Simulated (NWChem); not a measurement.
# Correlation energy of diarsenic (As$_{2}$)

```xyz
2

As     0.0000     0.0000     1.0456
As     0.0000     0.0000    -1.0456
```
Charge 0, spin multiplicity 1.

All runs are NWChem calculations. All single points use one geometry, from PBE0/def2-SVP, a minimum by its harmonic frequencies.

Basis set: def2-TZVP. Each correlation energy counts from its own Hartree-Fock reference.

The Hamiltonian is non-relativistic. The correlated methods keep 18 core orbitals frozen. Coupled-cluster values serve here as a point of comparison, not as the truth.

For the correlation energy, CR-CCSD[T] gives -524.7 mHa and SCS-MP2 gives -473.6 mHa. What do CR-CCSD(T), MP2, CCSD give?

CR-CCSD(T): -523.6 mHa; MP2: -510.9 mHa; CCSD: -503.3 mHa.
